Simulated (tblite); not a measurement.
C₅H₅ClN (doublet state).
Geometry (GFN2-xTB, Å), atoms numbered from 1 in this order:
```
atom  x, y, z in Å
C1    -1.2733    1.2222    0.0797
C2    -0.6156   -0.0425    0.4849
C3    -1.0978   -1.0244   -0.4753
N4    -1.5327   -1.7423   -1.2522
C5     0.8875    0.0764    0.4871
C6     1.6838   -0.5587   -0.3556
Cl7    3.3905   -0.3691   -0.3265
H8    -2.2444    1.4753    0.4572
H9    -0.8510    1.8049   -0.7154
H10   -0.9613   -0.3580    1.4787
H11    1.2847    0.7600    1.2229
H12    1.3310   -1.2445   -1.1114
```

All values are computed: GFN2-xTB (tblite) harmonic vibrations without scaling, gas phase. The method is semi-empirical: single wavenumbers can be off by several per cent or more. One conformer, not necessarily the lowest. Open shells enter through the occupations alone, without spin polarisation, and single modes of such species can be off by tens of per cent.

Harmonic wavenumbers (cm⁻¹): 45.1, 107.9, 142.3, 152.5, 179.1, 266.9, 344.3, 373.3, 492.0, 542.1, 590.8, 724.1, 809.4, 851.7, 968.4, 983.5, 1063.7, 1111.7, 1177.1, 1204.5, 1237.8, 1258.4, 1378.8, 1669.1, 2382.7, 2889.1, 3073.5, 3089.0, 3138.9, 3187.5.

A = 4515, B = 1078, C = 913.7 MHz; mass 114.011 u (most abundant isotopes); point group C1, symmetry number 1; spin multiplicity 2.

Q: Zero-point energy?

A: ½Σν̃ = 17718 cm⁻¹ = 50.66 kcal/mol.

Q: Entropy at 400 K, 1 bar (ideal gas, RRHO, classical rotation)?

A: Translation 41.59, rotation 29.55, vibration 30.18, spin (R ln 2) 1.38: S = 102.7 cal/(mol K).

Q: And Cp and H(400 K) − H(0)?

A: Cp = 35.88 cal/(mol K), of which vibrations give 27.94 (their classical limit is 30 R = 59.6); H(400 K) − H(0) = 9.30 kcal/mol without the zero-point energy, 6.12 from vibrations.

Q: How do the functions run with temperature in this model?

A: 
```json
{"T (K)": "50", "S (cal/(mol K))": "58.4", "Cp (cal/(mol K))": "12.1", "H − H(0) (kcal/mol)": "0.48", "G − H(0) (kcal/mol)": "-2.44", "ln q(vib)": "0.40"}
{"T (K)": "100", "S (cal/(mol K))": "68.3", "Cp (cal/(mol K))": "16.9", "H − H(0) (kcal/mol)": "1.21", "G − H(0) (kcal/mol)": "-5.62", "ln q(vib)": "1.35"}
{"T (K)": "298.15", "S (cal/(mol K))": "93.0", "Cp (cal/(mol K))": "30.2", "H − H(0) (kcal/mol)": "5.92", "G − H(0) (kcal/mol)": "-21.81", "ln q(vib)": "5.49"}
{"T (K)": "373.15", "S (cal/(mol K))": "100.3", "Cp (cal/(mol K))": "34.5", "H − H(0) (kcal/mol)": "8.35", "G − H(0) (kcal/mol)": "-29.06", "ln q(vib)": "6.97"}
{"T (K)": "500", "S (cal/(mol K))": "111.2", "Cp (cal/(mol K))": "40.4", "H − H(0) (kcal/mol)": "13.12", "G − H(0) (kcal/mol)": "-42.49", "ln q(vib)": "9.37"}
{"T (K)": "750", "S (cal/(mol K))": "129.2", "Cp (cal/(mol K))": "48.3", "H − H(0) (kcal/mol)": "24.30", "G − H(0) (kcal/mol)": "-72.63", "ln q(vib)": "13.72"}
{"T (K)": "1000", "S (cal/(mol K))": "143.9", "Cp (cal/(mol K))": "53.4", "H − H(0) (kcal/mol)": "37.06", "G − H(0) (kcal/mol)": "-106.82", "ln q(vib)": "17.60"}
```

q(vib) and H(0) count from the zero-point level.

Q: Blend soft modes into free rotors: weight 1/[1 + (100 cm⁻¹/ν̃)⁴] for the oscillator and the rest for a rotor with moment μB/(μ + B), μ = h/(8π²ν), B = 10⁻⁴⁴ kg m². What vibrational entropy results?

A: 28.03 cal/(mol K) in place of 30.18, which changes −T·S at 400 K by +0.86 kcal/mol.

Q: What must be added to the electronic energy to get the Gibbs energy at 400 K and 1 bar?

A: ZPE + [H(400 K) − H(0)] − T·S = 50.66 + 9.30 − 41.08 = 18.88 kcal/mol.

Hindered rotation and anharmonicity are outside this model. Other conformers, if any are populated, would add a mixing term that is left out. The structure is chiral; the term R ln 2 for an equal mix with its mirror image is left out.
